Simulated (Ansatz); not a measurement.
Consider the substitution at a C–C bond: `C#COC(=O)C=C` + `[NH2][GaH2]` → `C=C[NH][GaH2]` + `C#COC=O`.

Calculated with Ansatz (gas phase, PBE0-D4/def2-TZVP geometries, no zero-point term in ΔE). CCSD(T)/CBS is the MP2 limit (def2-TZVPP, def2-QZVPP) plus CCSD(T) − MP2 in def2-TZVPP, frozen cores. This one scheme is used for every species. Functionals use def2-TZVPP. B3LYP here is the variant with VWN-RPA as its local correlation; programs differ in this. For Ga outer-core shells are correlated without core-valence functions, which leaves a few kJ/mol of doubt a bond. Scalar relativity is left out up to krypton. One conformer a species, not always the lowest.

**Question.** Is it downhill or uphill in electronic energy at CCSD(T)/CBS, and by how much? (An estimate is asked.)

**Answer.** Ansatz gave: Uphill: ΔE = +35.1 kJ/mol.

**Question.** What do these levels give: PBE-D4, B3LYP-D4, ωB97X-V, ωB97M-V, B2PLYP, PBE, CCSD/def2-TZVPP, HF/def2-QZVPP, SCS-MP2/def2-QZVPP, HF/CBS(def2), MP2/CBS(def2), CCSD/CBS(def2)? (Best estimate.)

**Answer.** The calculation gave: PBE-D4 23.8, B3LYP-D4 27.4, ωB97X-V 31.7, ωB97M-V 32.8, B2PLYP 29.4, PBE 23.6, CCSD/def2-TZVPP 32.2, HF/def2-QZVPP 34.4, SCS-MP2/def2-QZVPP 32.7, HF/CBS(def2) 34.4, MP2/CBS(def2) 34.2, CCSD/CBS(def2) 35.1 kJ/mol.

Largest T1 diagnostic among the species: 0.016.

From PBE to PBE0 (25 % exact exchange), in def2-TZVPP and without D4, ΔE moves by +4.0 kJ/mol.
